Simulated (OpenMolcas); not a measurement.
# Multiconfigurational calculation on Ni IV

Input:

```
&GATEWAY
Coord
1

Ni 0.0 0.0 0.0
Basis=ANO-RCC-VDZP
Group=XYZ
NoMove
AngMom=0.0 0.0 0.0
AMFI
&SEWARD
* reference wave functions (RASSCF and RASSI steps not shown): 7 electrons in 9 orbitals (RAS2 3d 4s; RAS3 4p, at most 2 electrons)
>>> COPY JOB001 $Project.JobIph
&CASPT2
Multistate=50 1 2 3 4 5 6 7 8 9 10 11 12 13 14 15 16 17 18 19 20 21 22
23 24 25 26 27 28 29 30 31 32 33 34 35 36 37 38 39 40 41 42 43 44 45 46
47 48 49 50
Frozen=2 3
IPEA=0.25
Imaginary=0.1
MaxIter=60
WThr=0.0 0.3 0.05
PrWF=0.5
NoMix
>>> COPY JOB002 $Project.JobIph
&CASPT2
Multistate=5 1 2 3 4 5
Frozen=2 3
IPEA=0.25
Imaginary=0.1
MaxIter=60
WThr=0.0 0.3 0.05
PrWF=0.5
NoMix
>>> COPY JOB003 $Project.JobIph
&CASPT2
Multistate=83 1 2 3 4 5 6 7 8 9 10 11 12 13 14 15 16 17 18 19 20 21 22
23 24 25 26 27 28 29 30 31 32 33 34 35 36 37 38 39 40 41 42 43 44 45 46
47 48 49 50 51 52 53 54 55 56 57 58 59 60 61 62 63 64 65 66 67 68 69 70
71 72 73 74 75 76 77 78 79 80 81 82 83
NoMult
Frozen=2 3
IPEA=0.25
Imaginary=0.1
MaxIter=60
WThr=0.0 0.3 0.05
PrWF=0.5
NoMix
```

Launched by
```bash
OMP_NUM_THREADS=1 MOLCAS_MEM=1689 MOLCAS_PROJECT=a pymolcas a.inp > a.log  # once for each step of the input, in one work folder
```

Output, cut to the results:

```
--- CASPT2 ---
Orbital specifications:
      -----------------------

      Symmetry species                           1   2
                                                ag  au
      Frozen orbitals                            2   3
      Inactive orbitals                          1   3
      Active orbitals                            6   3
      Secondary orbitals                         6  10
      Deleted orbitals                           0   0
      Number of basis functions                 15  19
Type of calculation                        MS-CASPT2
      Fock operator                              state-specific
      IPEA shift                                 0.25
      Real shift                                 0.00
      Imaginary shift                            0.10
      The input orbitals will be transformed to quasi-canonical
Reference energy:       -1516.8895367998
      E2 (Non-variational):      -0.4049371542
      Shift correction:          -0.0001892942
      E2 (Variational):          -0.4051264483
      Total energy:           -1517.2946632481
      Residual norm:              0.0000003305
      Reference weight:           0.93839
      Contributions to the CASPT2 correlation energy
      Active & Virtual Only:         -0.1830560633
      One Inactive Excited:          -0.1695998115
      Two Inactive Excited:          -0.0522812793
Reference energy:       -1516.8895367998
      E2 (Non-variational):      -0.4050041007
      Shift correction:          -0.0001891869
      E2 (Variational):          -0.4051932875
      Total energy:           -1517.2947300873
      Residual norm:              0.0000003280
      Reference weight:           0.93839
      Contributions to the CASPT2 correlation energy
      Active & Virtual Only:         -0.1830920008
      One Inactive Excited:          -0.1696049355
      Two Inactive Excited:          -0.0523071644
::    CASPT2 Root  1     Total energy:  -1517.29466325
::    CASPT2 Root  2     Total energy:  -1517.29473009
::    CASPT2 Root  3     Total energy:  -1517.29247268
::    CASPT2 Root  4     Total energy:  -1517.29290238
::    CASPT2 Root  5     Total energy:  -1517.29364204
::    CASPT2 Root  6     Total energy:  -1517.29446625
::    CASPT2 Root  7     Total energy:  -1517.29404748
::    CASPT2 Root  8     Total energy:  -1517.21169624
::    CASPT2 Root  9     Total energy:  -1517.21169776
::    CASPT2 Root 10     Total energy:  -1517.21169725
::    CASPT2 Root 11     Total energy:  -1516.71352251
::    CASPT2 Root 12     Total energy:  -1516.71350916
::    CASPT2 Root 13     Total energy:  -1516.71352240
::    CASPT2 Root 14     Total energy:  -1516.71351768
::    CASPT2 Root 15     Total energy:  -1516.71351143
::    CASPT2 Root 16     Total energy:  -1516.60889720
::    CASPT2 Root 17     Total energy:  -1516.60883875
::    CASPT2 Root 18     Total energy:  -1516.60875497
::    CASPT2 Root 19     Total energy:  -1516.60892493
::    CASPT2 Root 20     Total energy:  -1516.60910528
::    CASPT2 Root 21     Total energy:  -1516.60904864
::    CASPT2 Root 22     Total energy:  -1516.60882268
::    CASPT2 Root 23     Total energy:  -1516.60893395
::    CASPT2 Root 24     Total energy:  -1516.60888913
::    CASPT2 Root 25     Total energy:  -1516.60887240
::    CASPT2 Root 26     Total energy:  -1516.60896546
::    CASPT2 Root 27     Total energy:  -1516.61443581
::    CASPT2 Root 28     Total energy:  -1516.61445681
::    CASPT2 Root 29     Total energy:  -1516.61443691
::    CASPT2 Root 30     Total energy:  -1516.60139596
--- CASPT2 ---
Orbital specifications:
      -----------------------

      Symmetry species                           1   2
                                                ag  au
      Frozen orbitals                            2   3
      Inactive orbitals                          1   3
      Active orbitals                            6   3
      Secondary orbitals                         6  10
      Deleted orbitals                           0   0
      Number of basis functions                 15  19
Type of calculation                        MS-CASPT2
      Fock operator                              state-specific
      IPEA shift                                 0.25
      Real shift                                 0.00
      Imaginary shift                            0.10
      The input orbitals will be transformed to quasi-canonical
Reference energy:       -1516.4188109721
      E2 (Non-variational):      -0.3271425825
      Shift correction:          -0.0000817163
      E2 (Variational):          -0.3272242988
      Total energy:           -1516.7460352709
      Residual norm:              0.0000002875
      Reference weight:           0.95693
      Contributions to the CASPT2 correlation energy
      Active & Virtual Only:         -0.1063938466
      One Inactive Excited:          -0.1573143022
      Two Inactive Excited:          -0.0634344336
Reference energy:       -1516.4188109721
      E2 (Non-variational):      -0.3271190535
      Shift correction:          -0.0000816348
      E2 (Variational):          -0.3272006883
      Total energy:           -1516.7460116605
      Residual norm:              0.0000002836
      Reference weight:           0.95694
      Contributions to the CASPT2 correlation energy
      Active & Virtual Only:         -0.1063717857
      One Inactive Excited:          -0.1573129241
      Two Inactive Excited:          -0.0634343437
::    CASPT2 Root  1     Total energy:  -1516.74603527
::    CASPT2 Root  2     Total energy:  -1516.74601166
::    CASPT2 Root  3     Total energy:  -1516.74603463
::    CASPT2 Root  4     Total energy:  -1516.74599735
::    CASPT2 Root  5     Total energy:  -1516.74600377
::    MS-CASPT2 Root  1     Total energy:  -1516.74603638
::    MS-CASPT2 Root  2     Total energy:  -1516.74603445
::    MS-CASPT2 Root  3     Total energy:  -1516.74601134
::    MS-CASPT2 Root  4     Total energy:  -1516.74600342
...
```

Levels above the lowest, from the spin-orbit matrix with the single-state CASPT2 energies, averaged by term, on its diagonal:

```json
{"Configuration": "3d⁷", "Term": "⁴F", "J": "9/2", "E (cm⁻¹)": "0.0", "Measured (cm⁻¹)": "0.0", "Term weight %": "100"}
{"Configuration": "3d⁷", "Term": "⁴F", "J": "7/2", "E (cm⁻¹)": "1323", "Measured (cm⁻¹)": "1190", "Term weight %": "100"}
{"Configuration": "3d⁷", "Term": "⁴F", "J": "5/2", "E (cm⁻¹)": "2270", "Measured (cm⁻¹)": "2042", "Term weight %": "100"}
{"Configuration": "3d⁷", "Term": "⁴F", "J": "3/2", "E (cm⁻¹)": "2910", "Measured (cm⁻¹)": "2621", "Term weight %": "100"}
{"Configuration": "3d⁷", "Term": "⁴P", "J": "5/2", "E (cm⁻¹)": "18890", "Measured (cm⁻¹)": "18119", "Term weight %": "99"}
{"Configuration": "3d⁷", "Term": "⁴P", "J": "3/2", "E (cm⁻¹)": "19000", "Measured (cm⁻¹)": "18367", "Term weight %": "86"}
{"Configuration": "3d⁷", "Term": "⁴P", "J": "1/2", "E (cm⁻¹)": "19830", "Measured (cm⁻¹)": "18958", "Term weight %": "94"}
{"Configuration": "3d⁷", "Term": "²G", "J": "9/2", "E (cm⁻¹)": "20090", "Measured (cm⁻¹)": "19830", "Term weight %": "97"}
{"Configuration": "3d⁷", "Term": "²G", "J": "7/2", "E (cm⁻¹)": "21350", "Measured (cm⁻¹)": "20948", "Term weight %": "100"}
{"Configuration": "3d⁷", "Term": "²P", "J": "3/2", "E (cm⁻¹)": "23410", "Measured (cm⁻¹)": "23649", "Term weight %": "77"}
{"Configuration": "3d⁷", "Term": "²P", "J": "1/2", "E (cm⁻¹)": "24430", "Measured (cm⁻¹)": "24651", "Term weight %": "94"}
{"Configuration": "3d⁷", "Term": "²D(1)", "J": "5/2", "E (cm⁻¹)": "27210", "Measured (cm⁻¹)": "27096", "Term weight %": "99"}
{"Configuration": "3d⁷", "Term": "²H", "J": "11/2", "E (cm⁻¹)": "27700", "Measured (cm⁻¹)": "26649", "Term weight %": "100"}
{"Configuration": "3d⁷", "Term": "²H", "J": "9/2", "E (cm⁻¹)": "28840", "Measured (cm⁻¹)": "27678", "Term weight %": "98"}
{"Configuration": "3d⁷", "Term": "²D(1)", "J": "3/2", "E (cm⁻¹)": "29090", "Measured (cm⁻¹)": "28778", "Term weight %": "89"}
{"Configuration": "3d⁷", "Term": "²F", "J": "5/2", "E (cm⁻¹)": "44640", "Measured (cm⁻¹)": "43438", "Term weight %": "100"}
{"Configuration": "3d⁷", "Term": "²F", "J": "7/2", "E (cm⁻¹)": "45220", "Measured (cm⁻¹)": "43859", "Term weight %": "100"}
{"Configuration": "3d⁷", "Term": "²D(2)", "J": "3/2", "E (cm⁻¹)": "68800", "Measured (cm⁻¹)": "67360", "Term weight %": "100"}
{"Configuration": "3d⁷", "Term": "²D(2)", "J": "5/2", "E (cm⁻¹)": "69460", "Measured (cm⁻¹)": "67990", "Term weight %": "100"}
{"Configuration": "3d⁶ 4s", "Term": "⁶D", "J": "9/2", "E (cm⁻¹)": "120660", "Measured (cm⁻¹)": "110411", "Term weight %": "100"}
```

Against the 19 measured excited levels shown (Corliss and Sugar, J. Phys. Chem. Ref. Data 10, 197 (1981)) the mean absolute deviation is 1200 cm-1; the largest miss in energy is 3d⁶ 4s ⁶D_9/2: computed 120660, measured 110411 cm⁻¹ (+9.3 %), and the largest in proportion 3d⁷ ⁴F_7/2 (+11.2 %).

CASPT2 does not keep the components of a term degenerate, so their means are used; among the terms shown or strongly mixed into the levels shown the widest spread is 500 cm-1 (3d⁷ ⁴F). Some high roots are left out of the spin-orbit mixing, which shifts the levels that they would mix with. Terms from blocks run as CI alone lack orbitals of their own. A single d shell beside an s shell can misplace configurations of different d count against each other. The basis is small and was not contracted for so high a charge. Measured partners are found by configuration, term and J. A level has none where our copy of the source lacks it or the pairing is in doubt (some pairs that miss far off the trend of their configuration count as doubtful), and it then counts in no deviation. Levels of configurations outside the active space are missing. The first state left out of the spin-orbit step lies near 150000 cm-1 above the lowest spin-free state of the reference (among the parities and spins computed), and the list stops at four fifths of that energy or lower.

The term weight is that of the spin-free term in the level, not the purity of its configuration. A number in round brackets counts repeated terms of one configuration in the order of the reference energies.
